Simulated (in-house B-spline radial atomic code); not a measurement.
Results of a calculation; reference values are marked as such.
## Be in an electron gas of r_s = 3.6: phase shifts, screening and friction

A nucleus sits in a uniform electron gas with a rigid positive background. The Kohn-Sham equations are solved self-consistently in the spin-unpolarised LDA (PW92), non-relativistic, on B-splines with outgoing waves at the boundary and partial waves to l = 8. The model has no lattice, no bands and no magnetic solution. Atomic units; δ_l are the phase shifts at the Fermi level, counted so that each bound state adds π, and good to about 0.0005.

The density parameter is r_s = 3.6 bohr.

```
l  δ_l (rad)
0     4.1202
1     0.7715
2    -0.0255
3    -0.0039
4     0.0003
5    -0.0001
6     0.0001
7     0.0000
8     0.0000
```

Bound levels below the band bottom (hartree): s -3.544, s -0.004106.

Question: Check the Friedel sum rule, and say where the screening charge sits.

Answer: k_F = (9π/4)^(1/3)/r_s = 0.53310. The rule is Z = (2/π) Σ (2l + 1) δ_l. The terms are s 2.623, p 1.473, d -0.081, f -0.017 and 0.002 beyond, in all 4.000 against Z = 4. Bound states hold 4 s, 0 p, 0 d electrons, so the scattering states carry 0.00 in all; where a term is smaller than its bound count, the bound level has drawn weight out of the band.

Question: Find the transport cross section and the electronic stopping of a 2 keV Be ion (mass 9.01 u).

Answer: σ_tr = (4π/k_F²) Σ (l + 1) sin²(δ_l − δ_(l+1)). The terms for l = 0 to 3 are 0.0423, 1.0232, 0.0014, 0.0001, all together 1.0670, so σ_tr = 44.217 × 1.0670 = 47.178 bohr². With n = 3/(4π r_s³) = 0.005117, the friction coefficient is Q = n k_F σ_tr = 0.1287. For v well below v_F = 0.533, dE/dx = Q v; with 24801 eV per u at v = 1, v = √(2000/(24801 × 9.01)) = 0.0946, so dE/dx = 0.01218 hartree/bohr = 6.26 eV/nm. The largest term couples the p and d waves.
